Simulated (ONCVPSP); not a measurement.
**BLYP ONCV dataset for Ga (Z = 31), scalar-relativistic all-electron reference.**

* Element: gallium (Ga)
* Generator: ONCVPSP 4.0.1
* Type: optimised norm-conserving Vanderbilt (ONCV)
* Functional: BLYP
* Relativity: scalar-relativistic
* Frozen core: [Ar]
* Valence charge: 13
* Reference configuration: 3d10 4s2 4p1
* Partial waves: 4s: rc 1.80 bohr, ncon 3, nbas 8, qcut 3.2 1/bohr, 3 projectors, debl 2.3 Ha; 4p: rc 2.40 bohr, ncon 4, nbas 8, qcut 3.1 1/bohr, 1 projector; 3d: rc 0.75 bohr, ncon 3, nbas 7, qcut 19.6 1/bohr, 2 projectors, debl 2.7 Ha
* Local potential: polynomial inside 0.70 bohr (lpopt 4, dvloc0 0 Ha)
* Core correction: Teter function, fcfact 4, rcfact 1.1

All-electron outer shells of the reference configuration (BLYP, scalar-relativistic, ld1.x):

```
shell  level (eV)  outermost node (bohr)  outermost maximum (bohr)
   3s     -147.81                   0.27                      0.56
   3p      -98.64                   0.24                      0.56
   3d      -19.04                      –                      0.53
   4s       -8.91                   0.81                      1.87
   4p       -2.51                   0.87                      2.53
```

Q: Estimate the cutoffs (Ha) at which the residual kinetic energy of the hardest occupied pseudo-wave falls to 1 and 0.1 mHa per electron.

A: 152 Ha and 171 Ha.

Q: What does a ghost test show?

A: Ghosts flagged at negative energy: p at -15.7 eV; GHOST(+) flagged for s at 49.2 eV. A true bound ghost makes a file unfit for plane-wave use.

Q: Which valence shell sets the plane-wave cutoff?

A: 3d: 152 Ha for 1 mHa per electron, against 12 Ha for 4s.

Its largest configuration-test error is +1.2 meV (3d10 4s0 4p3). 2 of 4 tests not solved or not reliable.
